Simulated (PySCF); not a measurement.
## Calculated data, AlH3N

Computed with PySCF 2.14.0. Calculation on a computer-drawn molecule: vertical ionisation energy to the stated ion spin, frozen-core CCSD(T) at the basis limit and cheaper methods, single-reference cases, UHF for radicals, no spin-orbit; all values are single points at the evaluated structure, the first of each entry, which is the reference or a displaced copy of it and isn't optimised; the reference structure only sets the zero of the energies above reference; triples share is (T) over the correlation energy.

Common to all runs: charge 1; multiplicity 1; ion multiplicity 2; diffuse functions no; basis cc-pV(n+d)Z; reference is the Hartree-Fock double-zeta minimum; best is HF at quadruple zeta + MP2 correlation extrapolated from triple and quadruple zeta + CCSD(T) minus MP2 at triple zeta; basis step is the size of the change from the same recipe one zeta lower.

(1) AlH3N

Evaluated structure:
```xyz
5
AlH3N
N     -0.0482     2.9201     0.9847
Al     0.5880     2.5034    -0.6440
H     -0.8849     3.4979     1.0153
H      0.5918     2.3937     2.0627
H      1.3933     2.0413    -1.8934
```

Reference structure:
```xyz
5
AlH3N
N     -0.0312     2.9083     0.9518
Al     0.6600     2.4755    -0.5486
H     -0.8120     3.5337     1.0761
H      0.2771     2.5788     1.8533
H      1.2822     2.0862    -1.8995
```

The calculation gives: ionisation energy best 15.94 eV; ionisation energy basis step 0.02858 eV; energy above reference best 39.36 kcal/mol; energy above reference basis step 0.5572 kcal/mol; ionisation energy Koopmans at triple zeta 16.65 eV; ionisation energy EOM CCSD at triple zeta 15.77 eV; total energy HF triple zeta -297.8314 hartree; total energy CCSD(T) triple zeta -298.1450 hartree; total energy best -298.1834 hartree; T1 diagnostic at triple zeta 0.01616; D1 diagnostic at triple zeta 0.04192; ion T1 diagnostic at triple zeta 0.01327; ion D1 diagnostic at triple zeta 0.0313; ion spin squared at triple zeta 0.7704; triples share at triple zeta 0.03813; basis functions triple zeta 111.

Drawn bonds:
```tsv
atom	other atom	order
1	2	1
1	3	1
1	4	1
2	5	1
```

Triple zeta:
```tsv
method	ionisation energy (eV)	energy above reference (kcal/mol)
HF	14.1	47.51
PBE	15.94	35.59
r2SCAN	15.73	39.37
B3LYP	15.87	38.94
wB97X	15.77	41.41
MP2	15.93	39.8
CCSD	15.63	40.52
CCSD(T)	15.77	39.2
```

(2) AlH3N

Evaluated structure:
```xyz
5
AlH3N
N     -0.0442     2.9657     0.9238
Al     0.7329     2.5114    -0.5440
H     -0.7742     3.5390     1.0546
H      0.2625     2.5575     1.8305
H      1.2699     2.0624    -1.9435
```

Reference structure:
```xyz
5
AlH3N
N     -0.0312     2.9083     0.9518
Al     0.6600     2.4755    -0.5486
H     -0.8120     3.5337     1.0761
H      0.2771     2.5788     1.8533
H      1.2822     2.0862    -1.8995
```

It finds ionisation energy best 16.69 eV; ionisation energy basis step 0.04316 eV; energy above reference best 4.065 kcal/mol; energy above reference basis step 0.03181 kcal/mol; ionisation energy Koopmans at triple zeta 17.26 eV; ionisation energy EOM CCSD at triple zeta 16.57 eV; total energy HF triple zeta -297.9007 hartree; total energy CCSD(T) triple zeta -298.2009 hartree; total energy best -298.2397 hartree; T1 diagnostic at triple zeta 0.01234; D1 diagnostic at triple zeta 0.0304; ion T1 diagnostic at triple zeta 0.008811; ion D1 diagnostic at triple zeta 0.02072; ion spin squared at triple zeta 0.7584; triples share at triple zeta 0.0327; basis functions triple zeta 111.

Drawn bonds:
```tsv
atom	other atom	order
1	2	1
1	3	1
1	4	1
2	5	1
```

Triple zeta:
```tsv
method	ionisation energy (eV)	energy above reference (kcal/mol)
HF	14.97	3.976
PBE	16.71	4.226
r2SCAN	16.52	4.165
B3LYP	16.66	4.188
wB97X	16.59	4.263
MP2	16.65	4.199
CCSD	16.42	4.107
CCSD(T)	16.53	4.124
```

(3) AlH3N

Evaluated structure:
```xyz
5
AlH3N
N     -0.0442     2.9657     0.9238
Al     0.7329     2.5114    -0.5440
H     -0.7742     3.5390     1.0546
H      0.2625     2.5575     1.8305
H      1.2534     2.0762    -1.9006
```

Reference structure:
```xyz
5
AlH3N
N     -0.0312     2.9083     0.9518
Al     0.6600     2.4755    -0.5486
H     -0.8120     3.5337     1.0761
H      0.2771     2.5788     1.8533
H      1.2822     2.0862    -1.8995
```

It finds ionisation energy best 16.7 eV; ionisation energy basis step 0.04253 eV; energy above reference best 4.138 kcal/mol; energy above reference basis step 0.009227 kcal/mol; ionisation energy Koopmans at triple zeta 17.25 eV; ionisation energy EOM CCSD at triple zeta 16.57 eV; total energy HF triple zeta -297.9009 hartree; total energy CCSD(T) triple zeta -298.2007 hartree; total energy best -298.2396 hartree; T1 diagnostic at triple zeta 0.01223; D1 diagnostic at triple zeta 0.03034; ion T1 diagnostic at triple zeta 0.00859; ion D1 diagnostic at triple zeta 0.01946; ion spin squared at triple zeta 0.7583; triples share at triple zeta 0.03259; basis functions triple zeta 111.

Drawn bonds:
```tsv
atom	other atom	order
1	2	1
1	3	1
1	4	1
2	5	1
```

Triple zeta:
```tsv
method	ionisation energy (eV)	energy above reference (kcal/mol)
HF	14.97	3.877
PBE	16.71	4.52
r2SCAN	16.52	4.261
B3LYP	16.67	4.215
wB97X	16.6	4.248
MP2	16.66	4.165
CCSD	16.42	4.168
CCSD(T)	16.54	4.211
```
